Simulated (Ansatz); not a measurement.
Born–Oppenheimer molecular dynamics of F2H3NSi (7 atoms, charge 0, multiplicity 1). It starts at the highest image of a converged band. Of that band: Neighbouring images differ by up to 1.2 eV, so the band resolves the path poorly. A vibrational analysis at the climbing image gives one clearly imaginary mode, 1294i cm⁻¹: a first-order saddle point.

Level of theory: RKS LDA/def2-SVP (Ansatz).

```yaml
ensemble: NVE (velocity Verlet)
time_step: 0.5 fs
steps_asked: 200
starting_velocities_drawn_for: 300 K
seed: 8441
```

First frame:

```xyz
7
Properties=species:S:1:pos:R:3
Si 0.290 0.094 -0.230
N 0.945 -0.075 1.492
H 0.582 -0.749 2.192
H 1.382 0.748 1.936
H 1.750 -0.361 0.337
F -0.600 1.457 -0.255
F -0.798 -1.115 -0.173
```

Problem. What does the run give?

Solution. The run went to its last step.

```yaml
steps_done: 200
time_covered: 100 fs
mean_temperature_over_the_second_half: 935 K
spread_of_the_potential_energy_over_the_second_half: 22.6 meV per atom
mean_potential_energy_of_the_second_half_above_the_start: -58.6 meV per atom
```

The conserved energy stayed within 0.4 meV per atom of its start (net change 0.12 meV per atom), so the integration is sound. The kinetic energy rose, since the run started high on the potential surface and went downhill. It ends in pieces (F2Si + H3N), so much of that is their flight and rotation, not heat. A run of 0.1 ps of so small a system gives no equilibrium averages. The orbitals stay closed-shell, which can raise the energy where a bond breaks towards radicals; this wasn't checked here.

Problem. What happens to the structure?

Solution. Between its relaxed ends the band would form N2–H5 and break Si1–H5. These pairs go: N2–H5 1.44 → 0.99 Å, Si1–H5 1.63 → 3.69 Å. In the last frame they stand as after the step (other bonds may differ from the relaxed reactants and products). Also parted: Si1–N2 1.85 → 3.02 Å. It ends as F2Si + H3N. Pairs count as bonded within 1.25 times the sum of covalent radii (0.12 Å more for H–H). This is one draw of velocities; another would differ in detail.

Problem. How do temperature and energy run in time?

Solution. 
| time (fs) | T (K) | potential energy less start (eV) | conserved less start (meV/atom) |
| --- | --- | --- | --- |
| 0.0 | 300 | 0.000 | 0.00 |
| 8.0 | 124 | 0.115 | 0.20 |
| 16.0 | 266 | 0.023 | 0.12 |
| 24.0 | 1793 | -0.965 | 0.00 |
| 32.0 | 2075 | -1.149 | -0.24 |
| 40.0 | 1584 | -0.830 | 0.04 |
| 48.0 | 1213 | -0.589 | 0.20 |
| 56.0 | 1503 | -0.778 | -0.03 |
| 64.0 | 1064 | -0.495 | -0.22 |
| 72.0 | 624 | -0.207 | 0.32 |
| 80.0 | 914 | -0.397 | -0.06 |
| 88.0 | 908 | -0.394 | -0.14 |
| 96.0 | 664 | -0.235 | 0.00 |

The run took 3.7 min on 1 thread of Arm Neoverse V1 (shared host), peak memory 0.15 GiB.
